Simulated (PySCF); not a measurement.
C8H6N2: full NMR table

| Quantity | Value |
| --- | --- |
| Formula | C8H6N2 |
| SMILES | C#Cc1cnncc1C=C |
| InChI | InChI=1S/C8H6N2/c1-3-7-5-9-10-6-8(7)4-2/h1,4-6H,2H2 |
| Point group of the computed structure | C1 |
| Degrees of unsaturation | 7 |
| Carbon signals | 8 |
| Proton signals | 6 |

Bonds (- single, = double, # triple, : aromatic): C1#C2, C2-C3, C3:C4, C4:N5, N5:N6, N6:C7, C7:C8, C8-C9, C9=C10, C8:C3. C1 carries H11; C4 carries H12; C7 carries H13; C9 carries H14; C10 carries H15, H16. H16 is cis to C8; H15 is trans to C8.

Gas phase, non-relativistic Hamiltonian, single conformer. PBE0/pcSseg-1 with gauge-including orbitals; structure optimised with GFN2-xTB; PySCF.

δ = σ(ref) − σ, references computed at the same level: TMS for ¹H (31.72 ppm), ¹³C (186.93 ppm); ¹⁵N (267.73 ppm) against NH3.

```tsv
carbon	δC, type	δH (multiplicity)	HMBC from (2–3 bonds)	span of the C tensor (ppm)
C1	100.6, CH	3.41 (s)	–	167
C2	83.1, C	–	H12, H11	292
C3	121.3, C	–	H13, H12, H14, H11	200
C4	158.5, CH	9.55 (s)	–	238
C7	148.3, CH	9.82 (s)	H14	239
C8	138.1, C	–	H13, H12, H14, H16, H15	242
C9	139.6, CH	7.59 (m)	H13, H16, H15	226
C10	128.1, CH2	H15 6.07 (m); H16 6.70 (m)	H14	229
```

Other nuclei:
| atoms | nucleus | environment | δ (ppm) | σ (ppm) |
| --- | --- | --- | --- | --- |
| N6 | ¹⁵N | pyridine-type ring nitrogen | 463.9 | -196.1 |
| N5 | ¹⁵N | pyridine-type ring nitrogen | 459.3 | -191.6 |

- Carbon types of the structure: 3 × C, 4 × CH, 1 × CH2, which accounts for all hydrogens.
- δC 158.5, 148.3: aromatic CH next to a ring nitrogen; the adjacent pyridine-type nitrogen withdraws density from it.
- δC 128.1: terminal =CH2 carbon; as expected for a trigonal carbon in a double bond.
- δC 100.6: terminal alkyne carbon; the triple bond shields along its axis, which puts it between sp3 and sp2 carbons.
- δC 83.1: alkyne carbon; sp carbons lie upfield of alkene carbons because the cylindrical π system leaves one tensor component strongly shielded.
- δH 9.82, 9.55: hydrogen on an aromatic CH next to a ring nitrogen; ring current plus the neighbouring ring nitrogen.

Shifts are as computed. Against solution values, carbons near 30 ppm lie about +3 ppm off and those near 130 ppm about +5 ppm. Of 1211 compounds with measured shifts, 218 miss one by over three times the rms of a fit or turn the order of signals round; such compounds aren't used in these exercises. Experimental scales use liquid or dissolved standards, which lie at an offset from isolated NH3 (liquid NH3: subtract about 20 ppm). Unscaled 15N shifts of sp2 nitrogen come out 20 to 40 ppm too high even then. No couplings were computed; multiplicities are counted from neighbouring protons, with m where these are inequivalent, close in shift, in a saturated or five-membered ring or joined by F or P, and br s for small geminal =CH2 splittings.
